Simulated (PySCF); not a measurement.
CH₃ClF₂OSn, SMILES [F][Sn]([O]C)([Cl])[F].

Geometry optimised at PBE0-D3(BJ)/def2-SVP. The structure was generated by enumeration; whether it is a known compound was not checked. The def2 effective core potentials stand for the cores of Sn; spin–orbit coupling is left out. One conformer was computed; it need not be the lowest.

These are PBE/def2-TZVP in PySCF values and carry that method's errors.

Isolated molecule, no solvent.

Computed frontier levels, gap, dipole moment and polarisability:
| Property | Value |
|---|---|
| highest occupied level | -7.32 eV |
| lowest empty level | -4.03 eV |
| orbital gap | 3.30 eV |
| dipole moment | 1.93 D |
| quadrupole, principal values (traceless, Buckingham form, about the centre of nuclear charge) | -5.52, -5.24, 10.76 D·Å |
| mean static polarisability | 65.8 bohr³ (9.76 Å³) |
| polarisability, principal values | 53.3, 58.3, 85.8 bohr³ |
